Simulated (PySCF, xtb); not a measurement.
fluoroethane (C₂H₅F), SMILES CCF. Atoms are numbered in the order given.

```xyz
8

C     -0.2253     1.1954     0.0000
C      0.5487    -0.1028     0.0000
F     -0.3396    -1.1938     0.0000
H      0.4726     2.0463     0.0000
H     -0.8612     1.2710    -0.8927
H     -0.8612     1.2710     0.8927
H      1.1828    -0.1997     0.8963
H      1.1828    -0.1997    -0.8963
```
Charge 0, spin multiplicity 1.

The structure is a stationary point at PBE-D3(BJ)/def2-TZVP.

Computed with C-PCM-M06-2X/def2-SVP (PySCF 2.14.0).

The values are the electrostatic part of the solvation free energy, E(continuum) − E(gas) at the gas-phase geometry, in a cavity of scaled van der Waals radii (PySCF's table); cavitation and dispersion terms are not included. In vacuum the orbital gap is 13.64 eV. The dipole moment in vacuum is 1.99 D.

```json
[
 {"solvent": "water", "ε": "78.36", "ΔG(elec) (kcal/mol)": "-2.8", "dipole (D)": "2.36", "gap (eV)": "13.82"},
 {"solvent": "diethylether", "ε": "4.24", "ΔG(elec) (kcal/mol)": "-2.1", "dipole (D)": "2.27", "gap (eV)": "13.78"},
 {"solvent": "ethanol", "ε": "24.85", "ΔG(elec) (kcal/mol)": "-2.7", "dipole (D)": "2.35", "gap (eV)": "13.82"}
]
```

For comparison, GFN2-xTB/ALPB(water) (xtb, at the GFN2-xTB geometry, all terms of that model) gives -2.3 kcal/mol.
